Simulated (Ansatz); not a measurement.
Reaction (substitution at a C–Si bond): `C=C[SiH2]C(=O)S` + `[OH][GaH2]` → `C=C[O][GaH2]` + `O=C([SiH3])S`

Gas-phase electronic energies from Ansatz, PBE0-D4/def2-TZVP geometries. CBS: MP2 limit from def2 TZ/QZ plus the TZ coupled-cluster correction, frozen cores. DFT in def2-TZVPP. B3LYP here is the variant with VWN-RPA as its local correlation; programs differ in this. For Ga outer-core shells are correlated without core-valence functions, which leaves a few kJ/mol of doubt a bond. Scalar relativity is left out up to krypton. One conformer a species, not always the lowest.

| level | ΔE (kJ/mol) | difference from CCSD(T)/CBS |
| --- | --- | --- |
| PBE-D4 | 52.3 | -12.9 |
| r2SCAN-D4 | 54.3 | -10.9 |
| PBE0-D4 | 55.3 | -9.9 |
| B3LYP-D4 | 52.9 | -12.3 |
| ωB97X-V | 55.0 | -10.2 |
| ωB97M-V | 58.9 | -6.3 |
| B2PLYP | 57.2 | -8.0 |
| PBE | 51.4 | -13.8 |
| r2SCAN | 53.6 | -11.6 |
| PBE0 | 54.3 | -10.9 |
| B3LYP | 51.7 | -13.5 |
| HF/def2-TZVPP | 52.3 | -12.9 |
| MP2/def2-TZVPP | 66.8 | 1.6 |
| SCS-MP2/def2-TZVPP | 63.2 | -2.0 |
| CCSD/def2-TZVPP | 61.1 | -4.1 |
| CCSD(T)/def2-TZVPP | 61.2 | -4.0 |
| HF/def2-QZVPP | 52.4 | -12.8 |
| MP2/def2-QZVPP | 69.1 | 3.9 |
| SCS-MP2/def2-QZVPP | 65.8 | 0.6 |
| HF/CBS(def2) | 52.4 | -12.8 |
| MP2/CBS(def2) | 70.7 | 5.5 |
| CCSD/CBS(def2) | 65.1 | -0.1 |
| CCSD(T)/CBS | 65.2 | 0 |

Largest T1 diagnostic among the species: 0.017.

In def2-TZVPP, CCSD(T) changes the Hartree–Fock value by +8.9 kJ/mol (the triples alone add +0.1 kJ/mol) and MP2 by +14.5 kJ/mol.
